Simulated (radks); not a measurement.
Results of a calculation; reference values are marked as such.
Excited configurations of the promethium ion Pm+: one electron is placed in a higher orbital outside [Xe] 4f5. The ground configuration is [Xe] 4f5 6s1. Code: a radial shooting solver on a logarithmic mesh with Libxc functionals. Model: scalar-relativistic Kohn-Sham, r2SCAN, spin-polarised, spherical densities, finite nucleus; open shells are filled with parallel spins first (spin-orbit coupling, left out, can overturn this in heavy ions); meta-GGA in the generalised Kohn-Sham scheme; Fermi nuclear charge, rms radius 4.962 fm. Excitation = E - E(ground); binding = E(ion) - E, where the ion is the core of charge +2; n* = 2/sqrt(2 binding) in atomic units, and the quantum defect is n - n*.

| outer orbital | excitation (eV) | binding (eV) | n* | quantum defect | eigenvalue (eV) | <r> (bohr) |
|---|---|---|---|---|---|---|
| 5d | 1.221 | 9.744 | 2.363 | 2.637 | -6.260 | 2.921 |
| 5f | 7.548 | 3.417 | 3.991 | 1.009 | -2.437 | 8.904 |
| 6p | 3.115 | 7.850 | 2.633 | 3.367 | -6.148 | 4.982 |
| 6d | 6.368 | 4.597 | 3.441 | 2.559 | -3.461 | 7.682 |
| 7s | 5.719 | 5.245 | 3.221 | 3.779 | -4.220 | 8.045 |
| 7p | 6.797 | 4.168 | 3.613 | 3.387 | -3.331 | 9.700 |
| 7d | 8.168 | 2.796 | 4.412 | 2.588 | -2.189 | 13.60 |
| 7f | 9.356 | 1.609 | 5.816 | 1.184 | -1.265 | 23.19 |

The Delta-SCF ionisation energy is 10.965 eV (NIST Atomic Spectra Database: 10.94 eV, semi-empirical). Self-interaction in the functional shifts the binding energies and quantum defects, so they are the method's values and not measured ones. Open shells are spherical and high-spin; term and fine-structure splittings are not resolved. Spin-orbit splitting is averaged out at the scalar-relativistic level.
